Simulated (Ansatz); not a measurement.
Gas-phase electronic energies from Ansatz, PBE0-D4/def2-TZVP geometries. CBS: MP2 limit from def2 TZ/QZ plus the TZ coupled-cluster correction, frozen cores. Functionals use def2-TZVPP. B3LYP here is the variant with VWN-RPA as its local correlation; programs differ in this. For Ge outer-core shells are correlated without core-valence functions, which leaves a few kJ/mol of doubt a bond. Scalar relativity is left out up to krypton. One conformer a species, not always the lowest.

`C[O][AlH][GeH3]` + `CBOC` → `C[O][AlH][O]C` + `C[BH][GeH3]`  (redistribution)

`C[O][AlH][GeH3]`:

```xyz
11

C    -0.403   -0.085   -2.033
O    -0.978    0.738   -1.061
Al   -0.787    0.949    0.601
Ge    0.866   -0.439    1.816
H     0.066    0.525   -2.811
H    -1.174   -0.700   -2.508
H     0.361   -0.756   -1.619
H    -1.707    2.049    1.264
H     1.901    0.428    2.562
H     0.191   -1.320    2.888
H     1.663   -1.390    0.900
```

`CBOC`:

Cartesian coordinates in Å:
```
C -1.243 0.748 1.251
B -0.005 0.417 0.361
O -0.061 -0.620 -0.498
C 1.023 -0.969 -1.331
H -2.082 0.068 1.096
H -0.966 0.730 2.310
H -1.582 1.772 1.057
H 1.014 1.063 0.415
H 1.321 -1.997 -1.115
H 1.877 -0.303 -1.173
H 0.705 -0.909 -2.374
```

`C[O][AlH][O]C`:

Cartesian coordinates in Å:
```
C -0.562 -1.807 -0.866
O 0.689 -1.483 -0.346
Al 1.497 -0.217 0.404
O 0.792 1.269 0.744
C -0.415 1.948 0.603
H -0.485 -2.013 -1.939
H -1.299 -1.006 -0.729
H -0.952 -2.707 -0.380
H 2.993 -0.433 0.807
H -0.261 2.883 0.053
H -0.826 2.202 1.586
H -1.171 1.363 0.064
```

`C[BH][GeH3]`:

Cartesian coordinates in Å:
```
C 0.453 -1.453 0.485
B 0.171 0.052 0.708
Ge -0.554 1.307 -0.765
H 0.369 -2.071 1.382
H 1.526 -1.466 0.220
H -0.069 -1.922 -0.351
H 0.428 0.547 1.770
H -1.964 1.798 -0.371
H -0.676 0.638 -2.148
H 0.316 2.570 -0.930
```

**Question.** Is it downhill or uphill in electronic energy at CCSD(T)/CBS, and by how much? (An estimate is asked.)

**Answer.** Ansatz gave: Uphill: ΔE = +13.2 kcal/mol.

**Question.** What do these levels give: PBE-D4, PBE0-D4, B3LYP-D4, ωB97X-V, B2PLYP, PBE? (Best estimate.)

**Answer.** Ansatz gave: PBE-D4 16.0, PBE0-D4 15.2, B3LYP-D4 13.6, ωB97X-V 13.3, B2PLYP 13.4, PBE 16.3 kcal/mol.

Largest T1 diagnostic among the species: 0.013.

From PBE to PBE0 (25 % exact exchange), in def2-TZVPP and without D4, ΔE moves by −0.9 kcal/mol. In def2-TZVPP, CCSD(T) changes the Hartree–Fock value by +1.8 kcal/mol (the triples alone add +0.6 kcal/mol) and MP2 by +0.8 kcal/mol.
